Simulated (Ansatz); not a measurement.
CH4AlI. Charge 0, multiplicity 1. I: def2 effective core potential. The bonds changed during the relaxation, so this is another structure than the one it started from. The geometry is a stationary point of PBE0-D4/def2-TZVP.

```xyz
7

Al    1.054    0.126    0.162
C    -0.866    0.319   -0.189
I    -0.958   -1.859    0.081
H     1.548    0.287    1.657
H     2.014   -0.074   -1.079
H    -1.247    0.486   -1.193
H    -1.546    0.716    0.561
```

Task: What is the dipole moment at ωB97M-V/def2-TZVPP? (Best estimate.)

Result: Computed: 1.49 D, with components (-1.21, 0.80, -0.31) D in this frame, pointing from negative to positive charge.

Task: And with PBE, r2SCAN, B3LYP? (Best estimate.)

Result: The calculation gave: PBE 1.52 D, r2SCAN 1.57 D, B3LYP 1.50 D.

Task: Give the Mulliken charges with ωB97M-V, r2SCAN, PBE in def2-TZVPP. (Best estimate.)

Result: Computed: 
| atom | ωB97M-V | r2SCAN | PBE |
| --- | --- | --- | --- |
| Al1 | 0.39 | 0.49 | 0.36 |
| C2 | -0.52 | -0.39 | -0.41 |
| I3 | -0.01 | -0.05 | -0.02 |
| H4 | -0.12 | -0.17 | -0.13 |
| H5 | -0.12 | -0.17 | -0.13 |
| H6 | 0.19 | 0.14 | 0.16 |
| H7 | 0.19 | 0.14 | 0.16 |

B3LYP here is the variant with VWN-RPA as its local correlation; programs differ in this.
